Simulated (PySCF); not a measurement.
Ionisation energy of Ar²⁺ by level of theory

Ar²⁺ [Ne] 3s2 3p4 (3P) → Ar³⁺ [Ne] 3s2 3p3 (4S), as a difference of total energies. All numbers are calculated (PySCF 2.14, the non-relativistic Hamiltonian (point nucleus), in aug-cc-pV(Q+d)Z with one added diffuse shell each of s, p, d, f, g type (8s7p6d4f3g, 114 functions)). Correlated levels: valence: [Ne] frozen. The calculations carry no spin-orbit coupling.

```csv
method,ionisation energy (eV)
UHF,39.401
LDA,40.861
PBE,40.730
PBE0,40.729
r2SCAN,40.702
r2SCANh,40.696
r2SCAN0,40.687
CAM-B3LYP,40.857
MP2 (valence),40.342
SCS-MP2 (valence),40.456
```

How much does correlation contribute at MP2 (valence)?

40.342 − (39.401) = 0.941 eV, measured against UHF.

A first-order spin-orbit estimate (lowest level to lowest level, LS coupling) adds 0.062 eV.

Errors of the correlated levels include the incompleteness of this basis and the frozen core.

For comparison: 40.735 ± 0.012 eV (semi-empirical (NIST evaluation); NIST Atomic Spectra Database, ionization energies).
